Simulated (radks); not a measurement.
The numbers below are computed, except where a source is named.
Task: Neutral molybdenum, [Kr] 4d5 5s1. Level of theory: non-relativistic Kohn-Sham, PBE, spin-polarised, spherical densities, point nucleus (a radial shooting solver on a logarithmic mesh with Libxc functionals). Every spin shell is full or empty, so the densities are truly spherical. Functionals are evaluated on that one density, not self-consistently. Rank these orbital-free kinetic functionals by their error against the exact value of the orbitals, and give that value: Thomas-Fermi, von Weizsacker, TF + vW, TF + vW/9, TF + vW/5, LC94, Perdew 92, Pearson, PG1, DePristo-Kress, Ernzerhof.

Result: Exact: 3975.27 hartree. From best to worst, with 100 (|E| - |E exact|)/|E exact| (equal figures are ties): DePristo-Kress -0.06, LC94 +0.08, Ernzerhof -0.37, Perdew 92 -0.67, TF + vW/9 -0.68, Pearson -0.97, TF + vW/5 +3.24, Thomas-Fermi -5.57, PG1 +16.19, TF + vW +38.47, von Weizsacker -55.96.
